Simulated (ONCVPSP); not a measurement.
## An all-electron radial function and its pseudo partner (manganese)

Columns: radius, all-electron u(r) and pseudo u(r) of the 3d shell (level -6.79 eV) of manganese in the configuration [Ne] 3s2 3p6 3d5 4s2; PBEsol, scalar-relativistic, ONCV scheme, ONCVPSP 4.0.1.

```
r (bohr)  all-electron  pseudo
   0.088        0.0437  0.0048
   0.175        0.1907  0.0359
   0.262        0.3789  0.1111
   0.350        0.5565  0.2366
   0.438        0.6970  0.4012
   0.525        0.7948  0.5804
   0.612        0.8547  0.7497
   0.700        0.8832  0.8865
   0.788        0.8874  0.9730
   0.875        0.8744  1.0051
   0.962        0.8498  0.9903
   1.050        0.8174  0.9411
   1.138        0.7806  0.8736
   1.225        0.7418  0.8023
   1.312        0.7023  0.7358
   1.400        0.6626  0.6777
   1.487        0.6242  0.6294
   1.575        0.5868  0.5878
   1.662        0.5514  0.5514
   1.750        0.5174  0.5174
   1.838        0.4854  0.4853
   1.925        0.4555  0.4555
   2.012        0.4274  0.4274
   2.100        0.4008  0.4008
   2.188        0.3759  0.3758
   2.275        0.3527  0.3527
```

Q: How many radial nodes do the two functions have?

A: The all-electron 3d function has n − l − 1 = 0; the pseudo-wave has 0.

Q: At about which radius was the pseudo-wave matched?

A: 1.75 bohr. The columns agree to 0.0005 from 1.66 bohr on; several derivatives are matched, so the curves merge somewhat inside the radius.

Q: Is the pseudo-wave norm-conserving?

A: Yes: the ONCV scheme keeps the norm inside the radius equal to the all-electron one, which fixes the energy derivative of the logarithmic derivative at the level.
